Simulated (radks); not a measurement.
Task: All-electron atom: Gd3+ in [Xe] 4f6 6p1 (not the ground configuration). All-electron calculation, scalar-relativistic Kohn-Sham, PBEsol, spin-polarised, spherical densities, point nucleus; open shells are filled with parallel spins first (spin-orbit coupling, left out, can overturn this in heavy ions). Program: a radial shooting solver on a logarithmic mesh with Libxc functionals. Some entries of the table are withheld. Estimate them.

| orbital | occ. | eigenvalue (hartree) | <r> (bohr) | <1/r> (bohr^-1) |
|---|---|---|---|---|
| 1s up | 1 | -1841.904 | 0.02191 | 71.64 |
| 1s down | 1 | -1841.904 | 0.02191 | 71.64 |
| 2s up | 1 | -305.2895 | 0.09331 | 16.62 |
| 2s down | 1 | -305.2868 | 0.09330 | 16.62 |
| 2p up | 3 | -271.8461 | 0.08239 | 15.51 |
| 2p down | 3 | -271.8439 | 0.08238 | 15.52 |
| 3s up | 1 | -68.81769 | 0.2446 | 6.094 |
| 3s down | 1 | -68.72576 | 0.2444 | 6.100 |
| 3p up | 3 | -58.45938 | 0.2432 | 5.729 |
| 3p down | 3 | -58.36790 | 0.2430 | 5.735 |
| 3d up | 5 | -44.77096 | 0.2214 | 5.436 |
| 3d down | 5 | -44.70032 | 0.2211 | 5.442 |
| 4s up | 1 | -15.04198 | 0.5521 | 2.576 |
| 4s down | 1 | -14.83569 | 0.5521 | 2.575 |
| 4p up | 3 | -11.61959 | 0.5839 | 2.370 |
| 4p down | 3 | -11.41536 | 0.5841 | 2.368 |
| 4d up | 5 | -6.88503 | 0.6324 | 2.094 |
| 4d down | 5 | -6.68377 | 0.6335 | 2.090 |
| 5s up | 1 | -3.08555 | 1.288 | 1.034 |
| 5s down | 1 | -2.98393 | 1.305 | 1.016 |
| 5p up | 3 | -2.19811 | (1) | 0.8930 |
| 5p down | 3 | -2.12072 | (2) | 0.8756 |
| 4f up | 6 | (3) | 0.7957 | 1.598 |
| 4f down | 0 | (4) | 0.8187 | 1.571 |
| 6p up | 1 | -0.74909 | 3.481 | 0.3653 |

Result: 
(1) 5p up <r> (bohr): 1.469
(2) 5p down <r> (bohr): 1.491
(3) 4f up eigenvalue (hartree): -1.73083
(4) 4f down eigenvalue (hartree): -1.54653
